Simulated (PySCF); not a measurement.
Telling isomers of C9H10O apart by NMR

No relativistic terms, fast rotation and ring inversion assumed for equivalent nuclei, one computed conformer, in vacuum. GIAO PBE0/pcSseg-1 shieldings; geometry from GFN2-xTB; PySCF 2.14.0 with density-fitted response routines.

References, each an isolated molecule treated in the same way: TMS for $^{1}$H and $^{13}$C. Where no couplings were computed, multiplicities follow the n + 1 count of equivalent neighbours, and m marks all less simple cases (inequivalent or close neighbours, rings, F or P nearby). Shifts are as computed. Against solution values, carbons near 30 ppm lie about +3 ppm off and those near 130 ppm about +5 ppm. Of 1211 compounds with measured shifts, 218 miss one by over three times the rms of a fit or turn the order of signals round; such compounds aren't used in these exercises. OH and NH positions are gas-phase values without hydrogen bonding to other molecules.

(1) Tabulate the signals of `OCC1=C[C@H]2C=C[C@@H]1C=C2`, `C=Cc1ccccc1OC` and their relative energies.

(2) What is the quickest way to tell OCC1=C[C@H]2C=C[C@@H]1C=C2 from C=Cc1ccccc1OC?

Answers

(1) 
```json
{"SMILES": "OCC1=C[C@H]2C=C[C@@H]1C=C2", "carbon types": "1×C 7×CH 1×CH2", "δC": "164.9, 150.1, 150.1, 146.1, 68.3, 55.8, 53.3", "δH": "7.19 (m, 2H), 7.11 (m, 2H), 6.80 (d, 1H), 4.98 (m, 1H), 4.66 (m, 1H), 4.51 (s, 2H), -0.08 (br s, 1H)", "E rel. (kcal/mol)": "32.1"}
{"SMILES": "C=Cc1ccccc1OC", "carbon types": "2×C 5×CH 1×CH2 1×CH3", "δC": "163.0, 138.6, 134.4, 131.6, 130.0, 125.4, 117.6, 112.7, 55.8", "δH": "7.97 (d, 1H), 7.61 (m, 1H), 7.49 (m, 1H), 7.22 (m, 1H), 6.76 (d, 1H), 6.02 (m, 1H), 5.55 (m, 1H), 3.99 (s, 3H)", "E rel. (kcal/mol)": "0.0"}
```

Energies are electronic energies at PBE0/pcSseg-1 on these geometries, without zero-point or thermal terms, each for the one conformer computed, which needn't be the lowest.

(2) Count the carbon signals: 7 against 9. The first has an allylic sp3 CH at 53.3 ppm, the second a methyl carbon bonded to O (CH3) at 55.8 ppm. Their most deshielded carbons lie at 164.9 and 163.0 ppm. In the proton spectra the most deshielded non-exchanging signals are 7.19 (m, 2H) and 7.97 (d, 1H).
